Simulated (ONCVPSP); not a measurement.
**La: excitation energies, all-electron against ONCV**

ONCVPSP 4.0.1 input, shortened (lines: element, Z, core and valence counts, functional; n l f; lmax; l rc ep ncon nbas qcut; lloc lpopt rc5 dvloc0; l nproj debl; icmod fcfact rcfact), PBEsol, scalar-relativistic:

```
  La 57.00    9    5  -116133      upf
    1    0    2.00
    2    0    2.00
    2    1    6.00
    3    0    2.00
    3    1    6.00
    3    2   10.00
    4    0    2.00
    4    1    6.00
    4    2   10.00
    5    0    2.00
    5    1    6.00
    5    2    1.00
    6    0    1.50
    6    1    0.50
    3
    0    2.50    0.00    4    8    4.30
    1    2.50    0.00    3    7    4.80
    2    4.00    0.00    3    8    3.60
    3    4.25    0.04    4    7    2.70
    4    5    1.60    1.00
    0    2    1.60
    1    2    3.80
    2    2    2.30
    3    1    2.70
    3    2.50    1.65
```

In the f channel the program set the typed energies aside and used -0.182 Ha.

Energies are relative to the spin-unpolarised reference configuration 5s2 5p6 5d1 6s1.5 6p0.5; without spin polarisation the order of configurations can differ from experiment.

```tsv
valence configuration	charge	ΔE all-electron (eV)	error AE − PS (meV)
5s2 5p6 5d1 6s1 6p0	+1	4.806	-1.2
5s2 5p6 5d1 6s0 6p0	+2	15.654	-14
```

What are ΔE and the potential's error for 5s2 5p6 5d2 6s0 6p0?

ΔE = 4.862 eV all-electron; the error (AE − PS) is +12 meV.

What are ΔE and the potential's error for 5s2 5p6 5d1 6s2 6p0?

ΔE = -1.194 eV all-electron; the error (AE − PS) is -0.2 meV.

Levels in the configuration 5s2 5p6 5d1 6s2 6p0:

| level | all-electron (eV) | pseudo (eV) |
| --- | --- | --- |
| 5s | -38.948 | -38.940 |
| 5p | -22.399 | -22.397 |
| 5d | -3.103 | -3.105 |
| 6s | -3.705 | -3.704 |

Note: no bound ghost flagged but for a GHOST(-) flag that falls on a real empty level of the atom; GHOST(+) flagged for s at 45.6 eV.
